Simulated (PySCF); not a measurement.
From one molecule to another.

First species: C₇H₉FOS.
Structure used (GFN2-xTB), in Å, numbered top down from 1:
```xyz
19
C7H9FOS angstrom
C      2.125   -0.727    0.896
C      1.143   -0.239    0.155
C      1.338    0.861   -0.837
C     -0.271   -0.774    0.300
C     -0.906   -1.023   -1.032
C     -1.880   -0.196   -1.359
F     -2.583   -0.223   -2.495
S     -2.269    1.130   -0.149
O     -1.540    2.315   -0.600
C     -1.177    0.219    1.046
H      1.972   -1.524    1.604
H      3.128   -0.345    0.822
H      0.584    1.637   -0.716
H      2.323    1.306   -0.730
H      1.242    0.471   -1.851
H     -0.224   -1.713    0.861
H     -0.546   -1.819   -1.664
H     -1.858   -0.303    1.716
H     -0.611    0.956    1.611
```

Second species: C9H6ClP.
SMILES with atom numbers: `[Cl:1][c:2]1[p:3][cH:4][cH:5][c:6]2[cH:7][cH:8][cH:9][cH:10][c:11]12` (hydrogens: H12 on C4; H13 on C5; H14 on C7; H15 on C8; H16 on C9; H17 on C10)

Geometry (GFN2-xTB, Å), atoms numbered from 1 in this order:
```
atom  x, y, z in Å
Cl1    0.323    3.493   -0.099
C2     0.894    1.850   -0.086
P3     2.610    1.729   -0.162
C4     2.770   -0.018   -0.126
C5     1.744   -0.906   -0.058
C6     0.377   -0.552   -0.006
C7    -0.596   -1.570    0.061
C8    -1.931   -1.282    0.117
C9    -2.355    0.054    0.107
C10   -1.440    1.067    0.041
C11   -0.052    0.805   -0.017
H12    3.785   -0.393   -0.161
H13    1.970   -1.966   -0.042
H14   -0.260   -2.597    0.068
H15   -2.662   -2.075    0.168
H16   -3.410    0.280    0.152
H17   -1.773    2.093    0.033
```

Levels: PBE0/pcSseg-1 for dipole moment, HOMO energy, LUMO energy and HOMO–LUMO gap; GFN2-xTB for rotational constant A and rotational constant C. Geometries: GFN2-xTB. Each structure is a single optimised conformer of the isolated species, non-relativistic unless stated; the electronic structure was computed with PySCF and density fitting.

The conformers computed, where there is a choice (atom-mapped SMILES and torsion angles):
- `[CH2:1]=[C:2]([CH3:3])[C@@H:4]1[CH:5]=[C:6]([F:7])[S@:8](=[O:9])[CH2:10]1`: C1–C2–C4–C5 -135°

Values for the first species:

- Dipole moment: 3.88 D
- HOMO energy: -7.08 eV
- LUMO energy: -0.77 eV
- HOMO–LUMO gap: 6.31 eV
- Rotational constant A: 1.867 GHz
- Rotational constant C: 0.786 GHz

(1) Estimate the same properties for the second species, and the change in each.

Answers

(1) 
| property | first | second | second less first |
| --- | --- | --- | --- |
| dipole moment | 3.88 D | 3.01 D | -0.87 D |
| HOMO energy | -7.08 eV | -6.60 eV | +0.48 eV |
| LUMO energy | -0.77 eV | -2.17 eV | -1.40 eV |
| HOMO–LUMO gap | 6.31 eV | 4.43 eV | -1.88 eV |
| rotational constant A | 1.867 GHz | 1.304 GHz | -0.563 GHz |
| rotational constant C | 0.786 GHz | 0.499 GHz | -0.287 GHz |

On the first: The dipole matches unit charges of opposite sign 0.81 Å apart (1 e·Å = 4.8032 D). A dipole of 3.88 D is allowed in C1, and pure rotational transitions are dipole-allowed.

On the second: In atomic units the dipole is 1.18 e·bohr (1 au = 2.5417 D). A dipole of 3.01 D is allowed in Cs, and pure rotational transitions are dipole-allowed.
